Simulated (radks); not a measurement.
Problem. The mean radii <r> (bohr) of the occupied orbitals of an atom or ion are listed with their occupations. Calculated with a radial shooting solver on a logarithmic mesh with Libxc functionals: scalar-relativistic Kohn-Sham, PBE, spin-unpolarised, spherical densities, point nucleus.

| orbital | occ. | <r> |
|---|---|---|
| 1s | 2 | 0.05618 |
| 2s | 2 | 0.2533 |
| 2p | 6 | 0.2226 |
| 3s | 2 | 0.6672 |
| 3p | 2 | 0.6634 |
| 5f | 1 | 2.293 |

Name the element and its charge.

Solution. Z = 27, cobalt, charge +12: Co12+ in [Ne] 3s2 3p2 5f1. The 1s radius gives Z: for a bare nucleus <r> = (2 gamma + 1)/(2Z) with gamma = sqrt(1 - (Z/c)^2), 0.05483 bohr for Z = 27, and screening makes it slightly larger (0.05618 here). The occupations add up to 15, and the charge is Z minus that.
